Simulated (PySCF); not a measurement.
C3H7BN2, SMILES C=C1CNB1N. The structure is a stationary point at PBE-D3(BJ)/def2-SVP. The structure was generated by enumeration, and PubChem lists no compound with its InChIKey, so it may never have been made. One conformer was computed; it need not be the lowest.

Computed with PBE-D3(BJ)/def2-SVP run with PySCF.

Harmonic wavenumbers (cm⁻¹): 150, 216, 233, 283, 387, 439, 477, 594, 609, 690, 709, 836, 859, 885, 987, 1001, 1093, 1109, 1154, 1211, 1279, 1383, 1422, 1470, 1570, 1719, 2906, 2950, 3045, 3135, 3542, 3568, 3646. Rotational constants (GHz): 5.229, 3.445, 2.105; symmetry number 1.

### Question
Work out the zero-point energy and the ideal-gas rigid-rotor harmonic-oscillator thermochemistry at 298.15 K and 1 atm.

### Answer
ZPE = ½ Σ hcν = ½ × 45555 cm⁻¹ = 272.48 kJ/mol. H − E(el) = 292.64 kJ/mol. Entropy in J/(mol K): translation 163.69, rotation 111.05, vibration 54.82, total 329.56. G − E(el) = 194.38 kJ/mol. Cp = 113.16 J/(mol K). Modes under 150 cm⁻¹ make the vibrational entropy uncertain.
